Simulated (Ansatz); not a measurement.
Job for Ansatz (a quantum-chemistry and plane-wave program): U-CCSD(T)/def2-TZVPP on ClGeH3 (SMILES [Cl][GeH3]), a point of a bond scan (R = 5.872 Å). The run froze 19 orbitals, filled d shells among them.

Ansatz 0.2 input:
```yaml
crystal:
  periodic: [false, false, false]
  atoms:
    - {symbol: Ge, position_ang: [-0.68437382, 0.03163627, 0.00355747]}
    - {symbol: Cl, position_ang: [5.18150162, -0.23952314, -0.02693414]}
    - {symbol: H, position_ang: [-1.06958507, 1.46669244, -0.37372973]}
    - {symbol: H, position_ang: [-1.14315274, -0.32666519, 1.42174700]}
    - {symbol: H, position_ang: [-1.18623477, -0.98290436, -1.03034895]}
basis:
  gaussian:
    orbitals: def2-TZVPP
correlation: {method: ccsd_t, electrons: outside_noble_gas}
scf: {omitted_lower_state_checks: [cluster_reference]}
magnetization: {spin_polarized: true, initial_magnetization: 0}
```

The log:

```
WARN ansatz: RAYON_NUM_THREADS=1 ignored (pool sized by the plan → 1); use --threads N
Functional definition: HF
these checks for a lower state are left out or cut short: cluster_reference
integrals: 0.37 GiB planned
788 factors; integrals over basis functions are off by at most 9.0e-4 eV
mean field: 0.48 GiB planned
mean field evaluation 1: about -69017.2595 eV, gradient 1.8e1 eV
mean field evaluation 2: about -69017.2589 eV, gradient 1.8e1 eV
mean field evaluation 4: about -69018.7997 eV, gradient 9.8e0 eV
mean field evaluation 8: about -69019.5362 eV, gradient 7.9e-1 eV
mean field evaluation 16: about -69019.7120 eV, gradient 8.1e-2 eV
mean field evaluation 32: about -69002.8298 eV, gradient 3.6e1 eV
mean field evaluation 64: about -69020.6168 eV, gradient 1.4e1 eV
mean field evaluation 96: about -69022.9250 eV, gradient 1.2e-2 eV
mean field evaluation 128: about -69022.9250 eV, gradient 1.2e-2 eV
mean field evaluation 160: about -69022.9249 eV, gradient 1.5e-2 eV
mean field -69022.92599146 eV, -2536.5457447667 hartree, gradient 3.1e-10 eV, S^2 1.014601; 13 other end points of the search recorded, 0 dependent functions left out
19 core orbitals not correlated
reference -69022.92599146 eV, -2536.5457447667 hartree; 7, 7 occupied and 106, 106 virtual orbitals, 788 factors
second order -7.37779012 eV of doubles, -0.00000000 eV of singles
coupled cluster: 0.73 GiB planned
cycle   1  -8.34833323 eV  change   -9.7e-1 eV  update   6.6e-2
cycle   2  -8.67758721 eV  change   -3.3e-1 eV  update   2.3e-2
cycle   3  -8.69015140 eV  change   -1.3e-2 eV  update   5.9e-3
cycle   4  -8.68941288 eV  change    7.4e-4 eV  update   1.8e-3
cycle   5  -8.68889631 eV  change    5.2e-4 eV  update   9.3e-4
cycle   6  -8.68878717 eV  change    1.1e-4 eV  update   3.5e-4
cycle   7  -8.68888289 eV  change   -9.6e-5 eV  update   1.8e-4
cycle   8  -8.68891178 eV  change   -2.9e-5 eV  update   7.0e-5
cycle   9  -8.68890402 eV  change    7.8e-6 eV  update   3.4e-5
cycle  10  -8.68890796 eV  change   -3.9e-6 eV  update   1.8e-5
cycle  11  -8.68891051 eV  change   -2.5e-6 eV  update   9.5e-6
coupled cluster: 0.74 GiB planned
perturbative correction -0.24540819 eV, -0.0090185846 hartree
Total energy: -69031.86031016 eV, -2536.8740749229 hartree
Checks for a lower state left out: cluster_reference
```

Self-consistency was reached. Its determinant has ⟨S²⟩ = 1.01, a mixture of spin states.

Cost: very roughly 30 core-seconds.
